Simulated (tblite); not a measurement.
A tight-binding relaxation on `C=C[SiH2]P([SiH3])[SiH2]C(F)(F)F`.

Computed with GFN2-xTB geometry optimisation, gas phase (tblite 0.8.0). Start geometry: from a force field or distance geometry. The input is one job of a driver script: a line of settings, then coordinates in Å.

Command:
```bash
OMP_NUM_THREADS=1 python probes_run.py task.json out
```

Input:
```
{"job": {"kind": "relax", "xc": "GFN2-xTB", "basis": "xTB"}, "charge": 0, "multiplicity": 1}
C      3.504600    -0.690200    -0.413100
C      2.948300    -0.517600     0.773200
Si     1.123500    -0.454200     1.037600
P      0.054200     0.294300    -0.740000
Si    -0.315200     2.462500    -0.619400
Si    -1.895500    -0.673000    -1.067700
C     -2.800800    -1.050400     0.498000
F     -2.925100     0.064100     1.324600
F     -4.102300    -1.400400     0.132700
F     -2.275100    -2.133700     1.184900
H      2.928700    -0.794500    -1.326900
H      4.591400    -0.723800    -0.486900
H      3.592500    -0.423500     1.656400
H      0.853400     0.504100     2.142300
H      0.600600    -1.766400     1.394900
H      0.010800     3.092400    -1.897700
H      0.346000     3.106500     0.526700
H     -1.764000     2.634500    -0.444000
H     -1.767300    -1.853000    -1.907800
H     -2.714000     0.332900    -1.770700
```

Output:
```
step      E/eV     max force
  0    -908.38421    2.417
  1    -908.62224    0.895
  2    -908.70994    1.008
  3    -908.78208    0.649
  4    -908.81296    0.441
  5    -908.82588    0.348
  6    -908.83387    0.292
  7    -908.83910    0.146
  8    -908.84256    0.139
  9    -908.84583    0.234
... (173 lines left out)
183    -908.99371    0.018
184    -908.99376    0.014
185    -908.99378    0.010
186    -908.99380    0.011
187    -908.99382    0.011
188    -908.99385    0.014
189    -908.99387    0.015
190    -908.99390    0.012
191    -908.99392    0.011
192    -908.99394    0.009
```

«max force» is the largest atomic force in eV/Å.

From which step on does the largest force stay under 0.1 eV/Å, and how much energy is left to gain from there?

From step 122 (0.083 eV/Å), 22.9 meV above the end.

In short: energy lowered by 14.1 kcal/mol over 192 steps; largest atomic force 0.009 eV/Å at the end.

Where do the atoms end?

0.813 Å rms from the input after alignment:
```
atom  x, y, z in Å
C1     3.4343    0.0331   -0.0814
C2     2.7454   -0.5388    0.8930
Si3    0.8934   -0.8776    0.8282
P4     0.1634   -0.0543   -1.1465
Si5   -0.0614    2.1364   -0.7228
Si6   -1.9310   -0.7327   -1.2288
C7    -2.7673   -0.7287    0.5303
F8    -2.5585    0.4228    1.2077
F9    -4.1012   -0.8961    0.4936
F10   -2.2903   -1.7109    1.3251
H11    2.9471    0.3477   -0.9936
H12    4.4976    0.2111   -0.0244
H13    3.2659   -0.8493    1.7907
H14    0.2329   -0.2362    1.9708
H15    0.6135   -2.3163    0.8099
H16   -0.8817    2.6755   -1.8079
H17    1.2962    2.6776   -0.7757
H18   -0.6688    2.4302    0.5736
H19   -2.0418   -2.1316   -1.6333
H20   -2.7927    0.1488   -2.0117
```

How long does this job take on one thread, Arm Neoverse V2 (aarch64), shared host?

About 2.2 s.
Labels such as C1 count atoms from 1, the log's own numbers from 0.
